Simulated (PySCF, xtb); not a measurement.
AlH2F, SMILES [F][AlH2].

GFN2-xTB (xtb 6.7.1) at its own geometry gives an orbital gap of 4.97 eV and a dipole moment of 0.97 D.

The structure is a stationary point at TPSSh-D3(BJ)/def2-TZVP.

### Question
What does PBE0/def2-TZVPD (PySCF) give? (An estimate is asked for; the answer gives what the named calculation found.)

### Answer
gap 7.41 eV (levels -8.82 and -1.41 eV), dipole 1.45 D.
